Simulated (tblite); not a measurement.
Parent: `[F:1][Si@@H:2]([CH2:3][CH2:4][SiH3:5])[P:6]([SiH3:7])[SiH3:8]` with F1–Si2–C3–C4 86°, Si2–C3–C4–Si5 -70°, F1–Si2–P6–Si7 168°, C2H14FPSi4.

Structures optimised with GFN2-xTB, isolated species. One conformer each, not checked by frequencies here.

```
coordinate of the parent    value
                  F1–Si2  1.618 Å
                  Si2–C3  1.898 Å
                   C3–C4  1.529 Å
                  C4–Si5  1.904 Å
                  Si2–P6  2.219 Å
                  P6–Si7  2.225 Å
                  P6–Si8  2.229 Å
               F1–Si2–C3   109.2°
               F1–Si2–P6   106.4°
               C3–Si2–P6   111.1°
               Si2–C3–C4   114.4°
               C3–C4–Si5   114.0°
              Si2–P6–Si7    99.9°
              Si2–P6–Si8   100.3°
              Si7–P6–Si8   103.0°
```

How does the shared frame change in `[F:1][Si@@H:2](/[CH:3]=[CH:4]/[SiH3:5])[P:6]([SiH3:7])[SiH3:8]` with F1–Si2–C3–C4 119°, F1–Si2–P6–Si7 56°, C2H12FPSi4? Atoms pair as F1 = F1, Si2 = Si2, C3 = C3, C4 = C4, Si5 = Si5, P6 = P6, Si7 = Si8, Si8 = Si7 (parent first).

```json
{"parent": "F1–Si2", "relative": "F1–Si2", "value in the relative": "1.619 Å", "change": "+0.001"}
{"parent": "Si2–C3", "relative": "Si2–C3", "value in the relative": "1.879 Å", "change": "-0.019"}
{"parent": "C3–C4", "relative": "C3=C4", "value in the relative": "1.330 Å", "change": "-0.199"}
{"parent": "C4–Si5", "relative": "C4–Si5", "value in the relative": "1.882 Å", "change": "-0.022"}
{"parent": "Si2–P6", "relative": "Si2–P6", "value in the relative": "2.222 Å", "change": "+0.003"}
{"parent": "P6–Si7", "relative": "P6–Si8", "value in the relative": "2.223 Å", "change": "-0.002"}
{"parent": "P6–Si8", "relative": "P6–Si7", "value in the relative": "2.230 Å", "change": "+0.001"}
{"parent": "F1–Si2–C3", "relative": "F1–Si2–C3", "value in the relative": "108.4°", "change": "-0.8"}
{"parent": "F1–Si2–P6", "relative": "F1–Si2–P6", "value in the relative": "107.2°", "change": "+0.8"}
{"parent": "C3–Si2–P6", "relative": "C3–Si2–P6", "value in the relative": "109.2°", "change": "-1.9"}
{"parent": "Si2–C3–C4", "relative": "Si2–C3–C4", "value in the relative": "124.1°", "change": "+9.7"}
{"parent": "C3–C4–Si5", "relative": "C3–C4–Si5", "value in the relative": "125.7°", "change": "+11.7"}
{"parent": "Si2–P6–Si7", "relative": "Si2–P6–Si8", "value in the relative": "99.9°", "change": "0.0"}
{"parent": "Si2–P6–Si8", "relative": "Si2–P6–Si7", "value in the relative": "100.1°", "change": "-0.2"}
{"parent": "Si7–P6–Si8", "relative": "Si8–P6–Si7", "value in the relative": "102.8°", "change": "-0.2"}
```

Of the parent's bonds, C3–C4 changes most (-0.199 Å). Point group C1 → C1.

How does the shared frame change in `[F:1][Si@H:2]([CH2:3][CH2:4][SiH3:5])[N:6]([SiH3:7])[SiH3:8]` with F1–Si2–C3–C4 -150°, Si2–C3–C4–Si5 -67°, F1–Si2–N6–Si7 -121°, C2H14FNSi4? Atoms pair as F1 = F1, Si2 = Si2, C3 = C3, C4 = C4, Si5 = Si5 (parent first).

| parent | relative | value in the relative | change |
| --- | --- | --- | --- |
| F1–Si2 | F1–Si2 | 1.622 Å | +0.004 |
| Si2–C3 | Si2–C3 | 1.896 Å | -0.002 |
| C3–C4 | C3–C4 | 1.529 Å | 0.000 |
| C4–Si5 | C4–Si5 | 1.898 Å | -0.006 |
| F1–Si2–C3 | F1–Si2–C3 | 106.2° | -3.0 |
| Si2–C3–C4 | Si2–C3–C4 | 114.9° | +0.5 |
| C3–C4–Si5 | C3–C4–Si5 | 114.2° | +0.2 |

Of the parent's bonds, C4–Si5 changes most (-0.006 Å). Bonds of the relative outside the shared frame: Si2–N6 1.731, N6–Si7 1.743, N6–Si8 1.748 Å. Point group C1 → C1.

How does the shared frame change in `[SiH3:1][CH2:2][CH2:3][Si@@H:4]([Cl:5])[P:6]([SiH3:7])[SiH3:8]` with Si1–C2–C3–Si4 180°, C2–C3–Si4–Cl5 58°, C3–Si4–P6–Si7 173°, C2H14ClPSi4? Atoms pair as Si2 = Si4, C3 = C3, C4 = C2, Si5 = Si1, P6 = P6, Si7 = Si8, Si8 = Si7 (parent first).

```
    parent    relative  value in the relative  change
    Si2–C3      Si4–C3                1.903 Å  +0.005
     C3–C4       C3–C2                1.527 Å  -0.002
    C4–Si5      C2–Si1                1.902 Å  -0.002
    Si2–P6      Si4–P6                2.228 Å  +0.009
    P6–Si7      P6–Si8                2.225 Å   0.000
    P6–Si8      P6–Si7                2.227 Å  -0.002
 C3–Si2–P6   C3–Si4–P6                 109.6°    -1.5
 Si2–C3–C4   Si4–C3–C2                 112.5°    -1.9
 C3–C4–Si5   C3–C2–Si1                 112.5°    -1.5
Si2–P6–Si7  Si4–P6–Si8                 100.4°    +0.5
Si2–P6–Si8  Si4–P6–Si7                 101.3°    +1.0
Si7–P6–Si8  Si8–P6–Si7                 102.9°    -0.1
```

Of the parent's bonds, Si2–P6 changes most (+0.009 Å). Bonds of the relative outside the shared frame: Si4–Cl5 2.016 Å. Point group C1 → C1.

How does the shared frame change in `[F:1][Si@H:2]([SiH2:3][CH2:4][SiH3:5])[P:6]([SiH3:7])[SiH3:8]` with F1–Si2–Si3–C4 -91°, Si2–Si3–C4–Si5 64°, F1–Si2–P6–Si7 -60°, CH14FPSi5? Atoms pair as F1 = F1, Si2 = Si2, P6 = P6, Si7 = Si8, Si8 = Si7 (parent first).

```
    parent    relative  value in the relative  change
    F1–Si2      F1–Si2                1.622 Å  +0.004
    Si2–P6      Si2–P6                2.236 Å  +0.017
    P6–Si7      P6–Si8                2.215 Å  -0.010
    P6–Si8      P6–Si7                2.224 Å  -0.005
 F1–Si2–P6   F1–Si2–P6                 104.9°    -1.5
Si2–P6–Si7  Si2–P6–Si8                  99.4°    -0.5
Si2–P6–Si8  Si2–P6–Si7                 103.0°    +2.7
Si7–P6–Si8  Si8–P6–Si7                 102.5°    -0.5
```

Of the parent's bonds, Si2–P6 changes most (+0.017 Å). Bonds of the relative outside the shared frame: Si2–Si3 2.313, Si3–C4 1.901, C4–Si5 1.907 Å. Point group C1 → C1.

All values are computed, not measured.
